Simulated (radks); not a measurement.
Initial-state core-level shifts of the xenon ion Xe+ when its valence configuration changes from [Kr] 4d10 5s2 5p5. Method: Dirac Kohn-Sham, PBEsol, spin-unpolarised, spherical densities, point nucleus; open shells fill j = l - 1/2 first; computed with a radial shooting solver on a logarithmic mesh with Libxc functionals. Shifts are changes of the shell-averaged eigenvalues in eV (positive: less bound).

| valence | 1s | 2s | 2p | 3p |
|---|---|---|---|---|
| 4d9.5 5s2 5p5.5 | -4.981 | -5.311 | -5.294 | -5.009 |
| 4d10 5s1 5p6 | -1.526 | -1.491 | -1.483 | -1.508 |
| 4d10 5s1.5 5p5.5 | -0.768 | -0.751 | -0.747 | -0.759 |
| 4d9 5s2 5p6 | -10.017 | -10.692 | -10.656 | -10.063 |
